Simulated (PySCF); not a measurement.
Run record: excited-state job, `C(C(N[Si@@H](C)N)=O)=C`.

Computed with TDDFT B3LYP/def2-SVPD, vertical, gas phase, core orbitals frozen in the response (PySCF 2.14.0, density-fitted response routines). Geometry: GFN2-xTB. A driver script takes a list of jobs; this job's settings line and coordinates (Å) are shown.

Command:
```bash
OMP_NUM_THREADS=1 python probes_run.py task.json out
```

Input:
```
{"job": {"kind": "uv", "xc": "B3LYP", "basis": "def2-SVPD", "nstates": 8, "ntriplets": 3}, "charge": 0, "multiplicity": 1}
C      3.652903    -0.039915     0.039326
C      2.489587     0.574108    -0.114109
C      1.210258    -0.169043    -0.020739
O      1.147275    -1.370344     0.182975
N      0.080449     0.550576    -0.171954
Si    -1.440895    -0.322196    -0.050611
C     -2.813186     0.939858    -0.375903
N     -1.441402    -1.441337    -1.356521
H      4.596669     0.474997    -0.021840
H      3.674251    -1.099398     0.236504
H      2.424780     1.635620    -0.311978
H      0.156782     1.538122    -0.347965
H     -1.511274    -0.832469     1.322896
H     -2.788417     1.756663     0.337069
H     -2.751777     1.361628    -1.373597
H     -3.779904     0.459452    -0.284077
H     -2.279110    -1.962827    -1.558717
H     -0.635751    -2.047177    -1.407177
```

Output:
```
coarse grid: 15384 points
cycle   1  E = -632.1267213248  dE =  1.015e+00  |g| = 9.966e-01  |ddm| = 7.093e+00
cycle   2  E = -631.4547410023  dE =  6.720e-01  |g| = 2.034e+00  |ddm| = 5.416e+00
cycle   3  E = -632.3060821945  dE = -8.513e-01  |g| = 3.852e-01  |ddm| = 4.311e+00
cycle   4  E = -632.3372043392  dE = -3.112e-02  |g| = 9.803e-02  |ddm| = 6.222e-01
cycle   5  E = -632.3388573744  dE = -1.653e-03  |g| = 4.115e-02  |ddm| = 2.220e-01
cycle   6  E = -632.3392772004  dE = -4.198e-04  |g| = 6.370e-03  |ddm| = 7.112e-02
cycle   7  E = -632.3392855398  dE = -8.339e-06  |g| = 2.742e-03  |ddm| = 1.383e-02
final grid: 143672 points
cycle   8  E = -632.4347285923  dE = -3.759e-05  |g| = 8.645e-03  |ddm| = 1.663e-01
cycle   9  E = -632.4346954893  dE =  3.310e-05  |g| = 1.492e-02  |ddm| = 3.446e-02
cycle  10  E = -632.4347453746  dE = -4.989e-05  |g| = 2.230e-03  |ddm| = 2.110e-02
cycle  11  E = -632.4347464021  dE = -1.028e-06  |g| = 3.502e-04  |ddm| = 3.188e-03
cycle  12  E = -632.4347464233  dE = -2.119e-08  |g| = 1.783e-04  |ddm| = 8.210e-04
cycle  13  E = -632.4347464308  dE = -7.449e-09  |g| = 5.014e-05  |ddm| = 3.533e-04
cycle  14  E = -632.4347464314  dE = -6.296e-10  |g| = 1.140e-05  |ddm| = 9.999e-05
converged SCF energy = -632.4347464314

Static polarisability (au): isotropic 94.636, principal 72.354 86.751 124.804

Singlet excitations
state   eV       nm        f      main configurations
  1   4.5085    275.0   0.00022   H-1->L 0.83, H->L 0.15
  2   4.9371    251.1   0.00012   H->L 0.85, H-1->L 0.15
  3   5.5700    222.6   0.05438   H-2->L 0.97
  4   6.3448    195.4   0.45776   H-3->L 0.91
  5   6.4335    192.7   0.02387   H->L+1 0.81, H->L+2 0.13
  6   6.7666    183.2   0.01534   H-4->L 0.95
  7   6.7967    182.4   0.00926   H-1->L+1 0.65, H->L+2 0.23
  8   6.8878    180.0   0.01593   H->L+2 0.50, H-1->L+1 0.29, H->L+1 0.09

Triplet excitations (Tamm-Dancoff, eV): 3.9697 4.2056 4.5135
```

The SCF starts on a coarse grid where the log names one; the energy can jump when the final grid takes over, and dE then counts from the start density on the new grid. H and L stand for HOMO and LUMO; the number after each pair is its weight.

Question: Which computed singlet has the largest oscillator strength, and what do all of them sum to?

Answer: State 4 at 6.34 eV (195 nm), f = 0.458; the 8 states sum to 0.577.

Summary of the converged run: HOMO -7.09 eV, LUMO -1.47 eV; lowest singlet 4.51 eV; lowest triplet 3.97 eV (Tamm–Dancoff); mean polarisability 94.6 au.

The run took 1.7 min of wall time (with the writing of density and orbital grids) on one thread, Arm Neoverse N1 (aarch64), on a shared host, and the process peaked at 1.1 GiB of memory.

One conformer stands for the species.
Labels such as C1 count atoms from 1, the log's own numbers from 0.
